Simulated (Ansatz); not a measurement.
`C[Se]CF` → `[CH]F` + `C[SeH]` at 298.15 K and 1 bar (formal loss of a carbene).

Isolated molecules relaxed with PBE0-D4/def2-TZVP in Ansatz; ΔE leaves out vibrations. CCSD(T)/CBS adds triple-zeta CCSD(T) − MP2 to the extrapolated MP2 energy (def2 sets, frozen cores). This one scheme is used for every species. For Se outer-core shells are correlated without core-valence functions, which leaves a few kJ/mol of doubt a bond. Scalar relativity is left out up to krypton. One conformer a species, not always the lowest.

```json
{"species": "`C[Se]CF`", "CCSD(T)/CBS energy (Eh)": "-2579.59561", "H − E (kJ/mol)": "195.2", "S (J/(mol·K))": "325.7"}
{"species": "`[CH]F`", "CCSD(T)/CBS energy (Eh)": "-138.29972", "H − E (kJ/mol)": "42.7", "S (J/(mol·K))": "223.2"}
{"species": "`C[SeH]`", "CCSD(T)/CBS energy (Eh)": "-2441.15625", "H − E (kJ/mol)": "129.5", "S (J/(mol·K))": "267.5"}
```

H − E and S are ideal-gas, rigid-rotor, harmonic terms from PBE0-D4/def2-TZVP, for one conformer and one mirror image of each species. 1 Eh = 2625.50 kJ/mol, R = 8.31446 J/(mol·K).

Q: By hand: ΔE, ΔH, ΔS and ΔG.

A: ΔE = (-138.29972) + (-2441.15625) − (-2579.59561) = 0.13964 Eh = 366.6 kJ/mol. Δ(H − E) = 42.7 + 129.5 − 195.2 = -23.0, so ΔH = 343.6 kJ/mol. ΔS = 223.2 + 267.5 − 325.7 = 165.0 J/(mol·K). ΔG = 343.6 − 298.15 × (165.0)/1000 = 294.4 kJ/mol.

Q: By hand: the equilibrium constant, and the temperature at which ΔG would vanish if ΔH and ΔS stayed fixed.

A: log₁₀ K = −ΔG/(RT ln 10) = -51.6. ΔG = 0 at ΔH/ΔS = 2082 K.

The number of gas molecules changes by +1, which sets the sign of ΔS. A doubt of 5 kJ/mol in ΔE shifts log₁₀ K by 0.9 here. Other conformers and mirror images would add mixing entropy, several J/(mol·K) or more a flexible species. These are equilibria of isolated gas molecules and say nothing of rates. Largest T1 diagnostic: 0.018 (customary marks: 0.02 for closed shells, 0.045 for open ones).
